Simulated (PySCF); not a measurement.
Ge(H)2 cation (GeH₂), SMILES [GeH2] (connectivity only; charge and spin as stated), charge +1, multiplicity 2. Atoms are numbered in the order given.

```xyz
3

Ge     0.0000     0.0000     0.0457
H      0.0000     1.3518    -0.7307
H      0.0000    -1.3518    -0.7307
```
Charge +1, spin multiplicity 2.

Geometry: B3LYP-D3(BJ)/def2-TZVPD. The multiplicity is an assumed one; other spin states were not compared. The isomer is the one that the SMILES or the coordinates give; other isomers of the formula were not compared.

Level of theory: TDA-M06-2X/def2-TZVPD (PySCF).

Vertical excitations. 

**Question.** Give excitation energies, oscillator strengths and character. (Estimate from the structure and the level; the computed values follow.)

**Answer.** 
| state | energy (eV) | λ (nm) | f | main pairs |
|---|---|---|---|---|
| root 1 | 1.94 | 638 | 0.005 | α HOMO→LUMO 99 % |
| root 2 | 4.19 | 296 | 0.012 | β HOMO→LUMO 97 % |
| root 3 | 4.62 | 268 | 0.000 | α HOMO−1→LUMO 25 %, β HOMO→LUMO+1 74 % |
| root 4 | 5.36 | 231 | 0.000 | α HOMO−1→LUMO 75 %, β HOMO→LUMO+1 25 % |
| root 5 | 6.67 | 186 | 0.008 | α HOMO→LUMO+1 95 % |
| root 6 | 7.82 | 158 | 0.087 | α HOMO→LUMO+2 82 %, β HOMO→LUMO+2 14 % |
| root 7 | 8.73 | 142 | 0.026 | α HOMO−1→LUMO+1 43 %, α HOMO→LUMO+2 9 %, β HOMO→LUMO+2 41 % |
| root 8 | 9.01 | 138 | 0.065 | α HOMO−1→LUMO+2 14 %, α HOMO→LUMO+3 9 %, α HOMO→LUMO+5 6 %, β HOMO−1→LUMO 61 % |
| root 9 | 9.14 | 136 | 0.001 | α HOMO−2→LUMO 36 %, β HOMO−1→LUMO+1 54 % |
| root 10 | 9.27 | 134 | 0.082 | α HOMO→LUMO+3 86 %, β HOMO−1→LUMO 6 % |
Unrestricted roots are not spin-pure.
